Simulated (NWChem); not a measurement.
**Total energies of 1,2,4-triazole (C₂H₃N₃)**

```
N
H 1 1.0143
N 1 1.3466 2 120.28
C 3 1.3238 1 102.11 2 180.00
C 1 1.3537 2 129.35 3 180.00
N 5 1.3178 1 109.63 2 180.00
H 4 1.0899 3 121.68 1 180.00
H 5 1.0901 6 126.96 4 180.00
```
Charge 0, spin multiplicity 1.

The numbers come from NWChem runs, not from measurements. Structure: optimised with B3LYP/def2-SVP, a minimum by its harmonic frequencies.

Basis set: def2-SVP (85 functions).

```json
[
 {"method": "RHF", "total energy (Ha)": "-240.61816"},
 {"method": "MP2", "total energy (Ha)": "-241.36630"},
 {"method": "B2PLYP", "total energy (Ha)": "-241.83218"},
 {"method": "PBE", "total energy (Ha)": "-241.80128"},
 {"method": "B3LYP", "total energy (Ha)": "-242.07234"},
 {"method": "CAM-B3LYP", "total energy (Ha)": "-241.95987"},
 {"method": "CCSD(T)", "total energy (Ha)": "-241.41581"}
]
```

Total energies of different functionals aren't comparable as a measure of quality: only differences taken within one method are. 

The correlated methods keep 5 core orbitals frozen. B3LYP has NWChem's definition, with VWN1-RPA local correlation. Coupled-cluster values serve here as a point of comparison, not as the truth.
